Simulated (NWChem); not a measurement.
The numbers come from NWChem runs, not from measurements. System: CH4OZn, charge 0, spin multiplicity 1, at a geometry optimised with B3LYP/def2-SVP. The structure started from a generated list of species. Level: RHF/def2-TZVP.

Part of the output:

```
             Northwest Computational Chemistry Package (NWChem) 7.3.0
             --------------------------------------------------------

                                NWChem Input Module
                                -------------------

 Scaling coordinates for geometry "geometry" by  1.889725989
 (inverse scale =  0.529177249)

                             Geometry "geometry" -> ""
                             -------------------------

 Output coordinates in angstroms (scale by  1.889725989 to convert to a.u.)

  No.       Tag          Charge          X              Y              Z
 ---- ---------------- ---------- -------------- -------------- --------------
    1 Zn                  30.0000     0.00034100    -0.03614000     0.02680700
    2 C                    6.0000    -0.19415300     1.68633200    -0.83981600
    3 H                    1.0000    -0.95221300     2.30158900    -0.32919600
    4 H                    1.0000    -0.50813700     1.56153700    -1.88853800
    5 H                    1.0000     0.75750800     2.24126400    -0.83103800
    6 O                    8.0000     0.24442800    -1.66723400     0.71007600
    7 H                    1.0000    -0.09788700    -1.80031900     1.60284900

 Effective nuclear repulsion energy (a.u.)     170.5139389615

            Nuclear Dipole moment (a.u.)
            ----------------------------
        X                 Y               Z
 ---------------- ---------------- ----------------
     0.0000132281    -0.0000170075    -0.0000018897


 Summary of "ao basis" -> "" (spherical)
 ------------------------------------------------------------------------------
       Tag                 Description            Shells   Functions and Types
 ---------------- ------------------------------  ------  ---------------------
 *                         def2-tzvp                  on all atoms

 Summary of "ao basis" -> "ao basis" (spherical)
 ------------------------------------------------------------------------------
       Tag                 Description            Shells   Functions and Types
 ---------------- ------------------------------  ------  ---------------------
 Zn                        def2-tzvp                16       48   6s5p4d1f
 C                         def2-tzvp                11       31   5s3p2d1f
 H                         def2-tzvp                 4        6   3s1p
 O                         def2-tzvp                11       31   5s3p2d1f

                                 NWChem SCF Module
                                 -----------------

  ao basis        = "ao basis"
  functions       =   134
  atoms           =     7
  closed shells   =    24
  open shells     =     0
  charge          =   0.00
  wavefunction    = RHF
  use symmetry    = F
  symmetry adapt  = F

 Summary of "ao basis" -> "ao basis" (spherical)
 ------------------------------------------------------------------------------
       Tag                 Description            Shells   Functions and Types
 ---------------- ------------------------------  ------  ---------------------
 Zn                        def2-tzvp                16       48   6s5p4d1f
 C                         def2-tzvp                11       31   5s3p2d1f
 H                         def2-tzvp                 4        6   3s1p
 O                         def2-tzvp                11       31   5s3p2d1f

 Forming initial guess at       0.1s

      Superposition of Atomic Density Guess
      -------------------------------------

 Sum of atomic energies:       -1892.26193210

      Non-variational initial energy
      ------------------------------

 Total energy =   -1893.159174
 1-e energy   =   -2978.901628
 2-e energy   =     915.228515
 HOMO         =      -0.374111
 LUMO         =      -0.037394

 Starting SCF solution at       2.8s

 ----------------------------------------------
         Quadratically convergent ROHF

 Convergence threshold     :          1.000E-07
 Maximum no. of iterations :          100
 Final Fock-matrix accuracy:          1.000E-09
 ----------------------------------------------

              iter       energy          gnorm     gmax       time
             ----- ------------------- --------- --------- --------
                 1    -1892.8302706614  1.22D+00  2.70D-01      3.1
                 2    -1892.9059176188  3.37D-01  8.49D-02      3.6
                 3    -1892.9161585394  1.53D-02  2.86D-03      4.5
                 4    -1892.9161870919  2.37D-04  4.36D-05      5.6
                 5    -1892.9161870979  3.25D-08  7.28D-09      7.5

       Final RHF  results
       ------------------

         Total SCF energy =  -1892.916187097851
      One-electron energy =  -2981.556996259766
      Two-electron energy =    918.126870200427
 Nuclear repulsion energy =    170.513938961489

        Time for solution =      4.6s

             Final eigenvalues
             -----------------

              1
    1 -353.3173
    2  -44.3790
    3  -38.9447
    4  -38.9444
    5  -38.9392
    6  -20.5047
    7  -11.2036
    8   -5.6565
    9   -3.8625
   10   -3.8619
   11   -3.8583
   12   -1.2549
   13   -0.9161
   14   -0.8086
   15   -0.8075
   16   -0.8074
   17   -0.8069
   18   -0.7912
   19   -0.5959
   20   -0.5351
   21   -0.5342
   22   -0.4713
   23   -0.4473
   24   -0.4030
   25    0.0697
   26    0.0884
   27    0.0909
   28    0.1335
   29    0.2148
   30    0.2188
   31    0.2233
   32    0.2749
   33    0.2819
   34    0.3272

                       ROHF Final Molecular Orbital Analysis
                       -------------------------------------

 Vector   22  Occ=2.000000D+00  E=-4.713117D-01
              MO Center=  1.8D-01, -1.4D+00,  6.3D-01, r^2= 1.5D+00
   Bfn.  Coefficient  Atom+Function         Bfn.  Coefficient  Atom+Function
  ----- ------------  ---------------      ----- ------------  ---------------
   104      0.356938  6 O  py               107      0.330662  6 O  py
     5      0.263373  1 Zn s                110      0.235749  6 O  py
   103     -0.152122  6 O  px

 Vector   23  Occ=2.000000D+00  E=-4.473214D-01
              MO Center=  2.2D-01, -1.6D+00,  6.9D-01, r^2= 9.2D-01
   Bfn.  Coefficient  Atom+Function         Bfn.  Coefficient  Atom+Function
  ----- ------------  ---------------      ----- ------------  ---------------
   103      0.385885  6 O  px               106      0.351618  6 O  px
   109      0.277713  6 O  px               105      0.166918  6 O  pz
   108      0.152089  6 O  pz

 Vector   24  Occ=2.000000D+00  E=-4.030126D-01
              MO Center= -1.2D-01,  1.1D+00, -5.5D-01, r^2= 2.3D+00
   Bfn.  Coefficient  Atom+Function         Bfn.  Coefficient  Atom+Function
  ----- ------------  ---------------      ----- ------------  ---------------
    58      0.279907  2 C  py                55      0.264215  2 C  py
     5     -0.252395  1 Zn s                 61      0.166993  2 C  py
    17     -0.161460  1 Zn py

 Vector   25  Occ=0.000000D+00  E= 6.966000D-02
              MO Center= -5.8D-01,  5.4D-01,  9.3D-01, r^2= 6.3D+00
   Bfn.  Coefficient  Atom+Function         Bfn.  Coefficient  Atom+Function
  ----- ------------  ---------------      ----- ------------  ---------------
     6      2.252093  1 Zn s                 53     -2.165260  2 C  s
   102     -0.844378  6 O  s                 20      0.582698  1 Zn py
    61      0.406556  2 C  py                62     -0.363893  2 C  pz
    41     -0.331373  1 Zn d  2             110     -0.299974  6 O  py
    19     -0.294217  1 Zn px                38     -0.283398  1 Zn d -1

 Vector   26  Occ=0.000000D+00  E= 8.841834D-02
              MO Center=  4.9D-01, -2.0D-01, -1.0D+00, r^2= 6.4D+00
   Bfn.  Coefficient  Atom+Function         Bfn.  Coefficient  Atom+Function
  ----- ------------  ---------------      ----- ------------  ---------------
    53      1.661080  2 C  s                  6     -1.302657  1 Zn s
    21      1.107278  1 Zn pz               102      0.432152  6 O  s
    61     -0.401609  2 C  py                19     -0.369282  1 Zn px
    20     -0.237684  1 Zn py               131     -0.218067  7 H  s
    38      0.208920  1 Zn d -1              82     -0.201148  3 H  s

 Vector   27  Occ=0.000000D+00  E= 9.089169D-02
              MO Center=  6.2D-03, -6.1D-02,  1.0D-01, r^2= 7.4D+00
   Bfn.  Coefficient  Atom+Function         Bfn.  Coefficient  Atom+Function
  ----- ------------  ---------------      ----- ------------  ---------------
    19      0.993816  1 Zn px                21      0.397342  1 Zn pz
    20      0.331743  1 Zn py                60     -0.251101  2 C  px
   109     -0.170717  6 O  px

 center of mass
 --------------
 x =   0.01564817 y =  -0.08673000 z =   0.03025599

 moments of inertia (a.u.)
 ------------------
         421.851255949963          41.178623180615         -18.609191492055
          41.178623180615          95.354329600945         158.708018682346
         -18.609191492055         158.708018682346         349.090212777113

  Mulliken analysis of the total density
  --------------------------------------

    Atom       Charge   Shell Charges
 -----------   ------   -------------------------------------------------------
    1 Zn  30    29.18   2.00  2.00  1.18  0.79  0.58  0.16  5.99  4.78  1.24  0.36  0.03  5.46  3.38  1.12  0.10  0.00
    2 C    6     6.67   0.85  1.12  0.46  0.71  0.10  1.22  1.54  0.62  0.01  0.03  0.00
    3 H    1     0.88   0.26  0.48  0.12  0.02
    4 H    1     0.88   0.26  0.48  0.12  0.02
    5 H    1     0.88   0.26  0.48  0.11  0.02
    6 O    8     8.83   0.79  1.18  0.55  0.96  0.31  1.83  2.07  1.11  0.00  0.01  0.00
    7 H    1     0.68   0.25  0.34  0.04  0.05

       Multipole analysis of the density wrt the origin
       ------------------------------------------------

     L   x y z        total         open         nuclear
     -   - - -        -----         ----         -------
     0   0 0 0     -0.000000      0.000000     48.000000

     1   1 0 0     -0.340895      0.000000      0.000013
     1   0 1 0      0.653906      0.000000     -0.000017
     1   0 0 1      0.285073      0.000000     -0.000002

     2   2 0 0    -19.484136      0.000000      8.757854
     2   1 1 0      1.763664      0.000000    -22.626378
     2   1 0 1     -1.100255      0.000000     10.191015
     2   0 2 0    -26.037487      0.000000    197.618960
     2   0 1 1      1.018482      0.000000    -94.462255
     2   0 0 2    -17.605039      0.000000     54.357535

 Task  times  cpu:        7.5s     wall:        7.5s

 Total times  cpu:        7.5s     wall:        7.5s
```

Task: Write an NWChem input that would produce this output.

Result: This is not unique; one that fits is 
```
start mol
memory heap 200 mb stack 900 mb global 1100 mb
geometry units angstroms nocenter noautoz noautosym
  Zn     0.000341    -0.036140     0.026807
  C     -0.194153     1.686332    -0.839816
  H     -0.952213     2.301589    -0.329196
  H     -0.508137     1.561537    -1.888538
  H      0.757508     2.241264    -0.831038
  O      0.244428    -1.667234     0.710076
  H     -0.097887    -1.800319     1.602849
end
basis spherical
  * library def2-tzvp
end
scf
  rhf
  nopen 0
  maxiter 100
  thresh 1e-7
  semidirect memsize 60000000 filesize 0
end
task scf energy
```
